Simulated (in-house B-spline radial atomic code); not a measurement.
A run on neutral arsenic (an excited or competing configuration) that did not converge. Method: scalar-relativistic (X2C) wB97X, spin-polarised, spherical fractional occupations, exact exchange averaged over the configuration, Fermi nucleus of rms radius 4.0968 fm; computed with an all-electron radial atomic-structure program (B-spline basis).

Command:
```bash
python run_scf.py task.json out
```
Settings (nuclear radius in fm, mass in u):
```
Z                33
configuration    [Ne] 3s2 3p5 3d10 4s2 4p3 5d1
hamiltonian      x2c
method           wb97x
spin_polarised   True
nucleus          fermi
rms_radius       4.0968
atomic_mass      74.92159
speed_of_light   137.035999084
exact_exchange   averaged over the configuration
```

First and last ten iterations of the last attempt (damped for 15 steps, keeping 80 % of the old Fock matrix, then DIIS):
```
 iter        energy (Eh)    residual
    1       -2254.327926    3.95e-01
    2       -2254.933592    1.71e-01
    3       -2255.301363    1.05e-01
    4       -2255.448877    6.36e-02
    5       -2255.506715    3.83e-02
    6       -2255.529003    2.51e-02
    7       -2255.537458    1.75e-02
    8       -2255.540765    1.24e-02
    9       -2255.542160    9.26e-03
   10       -2255.542760    7.54e-03
  111       -2255.543714    7.05e-04
  112       -2255.543345    1.16e-03
  113       -2255.543512    1.28e-03
  114       -2255.543216    6.18e-04
  115       -2255.543098    1.32e-03
  116       -2255.542893    1.37e-03
  117       -2255.542788    1.56e-03
  118       -2255.542956    1.36e-03
  119       -2255.542940    1.39e-03
  120       -2255.541136    2.55e-03
 not converged after 120 iterations
```

The smallest residual met was 4.2e-04; the threshold is about 3e-07. No energy from this run should be used. Cost of the run: 53 s on 1 thread of Arm Neoverse N1 (shared host).
